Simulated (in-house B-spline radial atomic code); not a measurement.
A calculation on Se II (Se+) (an excited or competing configuration): its settings, and results tabulated from the run. Method: scalar-relativistic (X2C) r2SCAN0, spin-polarised, spherical fractional occupations, exact exchange averaged over the configuration, Fermi nucleus of rms radius 4.14 fm. Calculated with a B-spline radial code for spherical atoms.

Command:
```bash
python run_scf.py task.json out
```
Settings (nuclear radius in fm, mass in u):
```
Z                34
configuration    [Ar] 3d9 4s2 4p4
hamiltonian      x2c
method           r2scan0
spin_polarised   True
nucleus          fermi
rms_radius       4.14
atomic_mass      79.91652
speed_of_light   137.035999084
exact_exchange   averaged over the configuration
```

Output (hartree, bohr):
```
 radial grid: 82 intervals, B-splines of order 8, outer radius 60 bohr

 iter        energy (Eh)    residual
    1       -2427.480988    6.76e-02
    2       -2427.487449    1.91e-03
    3       -2427.487504    1.05e-03
    4       -2427.487509    5.29e-04
    5       -2427.487511    5.85e-05
    6       -2427.487511    1.76e-05
    7       -2427.487511    3.64e-06
    8       -2427.487511    1.23e-06
    9       -2427.487511    1.12e-07

 total energy                     -2427.48751
 kinetic                            2485.4995
 electron-nucleus                  -5836.2909
 Hartree                            1010.6744
 exact exchange                      -21.2505
 exchange-correlation                -66.1200

 orbital      occ     eigenvalue          <r>       <r^2>       <1/r>       r_max
 1s up      1.000      -463.1404    0.0436797  0.00258111     35.3247     0.02833
 1s down    1.000      -463.1317    0.0436789  0.00258101     35.3252     0.02833
 2s up      1.000       -61.2179     0.195348   0.0450834     7.77953      0.1643
 2s down    1.000       -61.1614     0.195237   0.0450267     7.78382      0.1642
 2p up      3.000       -53.8643     0.171025   0.0358309     7.48496      0.1317
 2p down    3.000       -53.8127     0.170912   0.0357763      7.4885      0.1316
 3s up      1.000        -9.2427     0.567228     0.36991     2.54129      0.4995
 3s down    1.000        -9.1448     0.568146    0.371003     2.53429         0.5
 3p up      3.000        -6.8950     0.580819    0.394763     2.37087      0.4975
 3p down    3.000        -6.7866     0.582267    0.396627     2.36273      0.4983
 3d up      5.000        -3.0309     0.606531     0.45438     2.08523      0.4484
 3d down    4.000        -2.9409     0.607815    0.455907     2.08068      0.4496
 4s up      1.000        -1.2381      1.67736     3.20251     0.78923       1.447
 4s down    1.000        -1.1120      1.69198     3.26775    0.784093       1.449
 4p up      3.000        -0.7317      1.97029     4.46432    0.661986       1.655
 4p down    1.000        -0.6429      2.01772     4.71007    0.648646       1.667
```

Time taken, with all properties: 0.68 s on 1 thread of Arm Neoverse N1, on a shared host.

One-electron X2C: radii and densities carry no picture-change correction, so inner-shell <1/r> comes out high (for 1s by about 2 % at Z = 33, 5 % at 54, 10 % at 75, 30 % at 118) and <r> low.
